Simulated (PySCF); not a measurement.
Electron correlation in Ca (calcium, neutral)

[Ar] 4s1 5s1, high-spin 3S determinant (an excited configuration). All numbers are calculated (PySCF 2.14, the spin-free X2C one-electron Hamiltonian (Gaussian nucleus), in x2c-TZVPPall with one added diffuse shell each of s, p, d type (7s6p4d, 45 functions)). Frozen: [Ne]; 10 electrons correlated.

MP2 pair energies summed by pair of shells (mhartree):

```json
{"pair": "3p-3p", "energy": "-135.42", "share (%)": "75.9"}
{"pair": "3s-3p", "energy": "-16.99", "share (%)": "9.5"}
{"pair": "3p-4s", "energy": "-14.94", "share (%)": "8.4"}
{"pair": "3s-3s", "energy": "-6.46", "share (%)": "3.6"}
{"pair": "4s-5s", "energy": "-2.06", "share (%)": "1.2"}
{"pair": "3p-5s", "energy": "-1.52", "share (%)": "0.9"}
{"pair": "3s-4s", "energy": "-0.84", "share (%)": "0.5"}
{"pair": "3s-5s", "energy": "-0.08", "share (%)": "0.0"}
```

Total MP2 correlation energy: -178.31 mhartree.

Same-spin part -54.15 and opposite-spin part -124.16 mhartree; SCS-MP2 scales them by 1/3 and 6/5 to -167.04 mhartree.

This basis was not built for core-valence correlation, so the inner-shell part is incomplete.
